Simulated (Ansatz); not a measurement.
Coupled-cluster diagnostics for Zn2Se⁺, Ansatz.

Geometry of the doublet (r2SCAN-D4/def2-TZVP):

```xyz
3

Zn    1.4089   -0.4457   -0.0961
Zn   -1.2293   -0.7980    0.2117
Se   -0.1796    1.2437   -0.1155
```

Correlated methods freeze 27 core orbitals; core or outer-core shells of Se are correlated, in sets that lack core-valence functions. Another isomer (doublet) lies 0.08 eV lower at PBE0-D4/def2-TZVP; other spin states weren't run for this one.

(1) Estimate the CCSD(T) correlation energy, the shares of MP2 and (T), T1 and the reference's ⟨S²⟩ for: charge 1, doublet, own geometry in def2-TZVP; and the rough time on 4 threads of Arm Neoverse V1 on a shared host.

## Answers

(1) 
```json
{"state": "charge 1, doublet, own geometry", "basis": "def2-TZVP", "correlation (eV)": "-27.696", "MP2 share (%)": "103.7", "(T) share (%)": "3.1", "T1": "0.019", "⟨S²⟩ (pure)": "0.77 (0.75)", "wall time": "34 s"}
```
Customary marks for T1 are 0.02 (closed shells), 0.045 (open shells) and about 0.05 (3d metals). T1 stays under 0.02 throughout.
